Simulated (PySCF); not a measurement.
B(OEt)2(NH2), C4H12BNO2, SMILES CCOB(N)OCC at its GFN2-xTB optimised geometry (Å):

```
20

B      0.2258    -0.5841     0.0000
O     -0.4468     0.6120     0.0000
C     -1.8495     0.7045    -0.0397
C     -2.2522     2.1734    -0.0872
H     -2.2356     0.1821    -0.9266
H     -2.2805     0.2266     0.8520
H     -1.8321     2.6440    -0.9720
H     -3.3350     2.2614    -0.1152
H     -1.8740     2.6904     0.7906
O      1.5931    -0.5841     0.0000
C      2.3289     0.6202     0.0375
C      2.3953     1.2049     1.4446
H      3.3350     0.3698    -0.3169
H      1.8796     1.3530    -0.6425
H      2.8190     0.4766     2.1317
H      3.0126     2.0996     1.4470
H      1.3929     1.4595     1.7775
N     -0.4061    -1.8452    -0.0148
H     -1.3972    -1.9902    -0.0247
H      0.1319    -2.6904    -0.0216
```

Method: PBE0/def2-SVP run with PySCF. Cells within 0.4 Å of a nucleus heavier than hydrogen are left out (blank, or x).

Map of the electron localisation function on the plane z = 0.0 Å:

```
|00000000000000000000000000000|
|00000000000000000000000000000|
|00000000000000000000000000000|
|00000000000000000000000000000|
|00000000000000000000000000000|
|00002210111000000000000000000|
|00069863454100000000000000000|
|00399997466300000000000000000|
|00699998xx5200000000000000000|
|00599997xx5101200044100000000|
|00179976897127730278520000000|
|00001114875478960188535541000|
|000000022xx8xx850052x39997100|
|000000045x186x740152x79999300|
|00000003664378824778579999300|
|00000001331024xx78x6514897100|
|00000000000024xx67x8710031000|
|00000000003358832689820000000|
|0000000018995x750167620000000|
|000000007999xx450014300000000|
|00000000899977996000000000000|
|00000000588548999300000000000|
|00000000021018999500000000000|
|00000000000006998200000000000|
|00000000000001451000000000000|
|00000000000000000000000000000|
|00000000000000000000000000000|
|00000000000000000000000000000|
|00000000000000000000000000000|
```
Scale: ten equal steps from 0.000 (start of '0') to 0.999 (end of '9'), in the order '0123456789'; x runs from -5.50 to 5.50, y from -5.50 (bottom) to 5.50 (top).
